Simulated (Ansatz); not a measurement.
Input file for Ansatz (a quantum-chemistry and plane-wave program): U-B97M-V/def2-TZVPP on SiSe+, 2S+1 = 2, a spin state set in the input, which need not be the lowest, a point of a bond scan (R = 2.214 Å). Charge +1.

Ansatz 0.2 input:
```yaml
crystal:
  periodic: [false, false, false]
  atoms:
    - {symbol: Si, position_ang: [0.00000000, 0.00000000, 0.00000000]}
    - {symbol: Se, position_ang: [0.00000000, 0.00000000, 2.21393700]}
basis:
  gaussian:
    orbitals: def2-TZVPP
    pivot_positions_ang: [[0.00000000, 0.00000000, 0.00000000], [0.00000000, 0.00000000, 2.21393700]]
hamiltonian:
  xc: {name: B97M-V}
total_charge: 1
magnetization: {spin_polarized: true, initial_magnetization: 1}
output: {forces: true, orbitals: {seedname: ./end}}
```

**Question.** Give the final energy of this run.

**Answer.** -2690.1891 hartree.

**Question.** How many basis functions does it have, and what does it roughly cost on one machine?

**Answer.** 90 functions; very roughly 16 core-seconds.
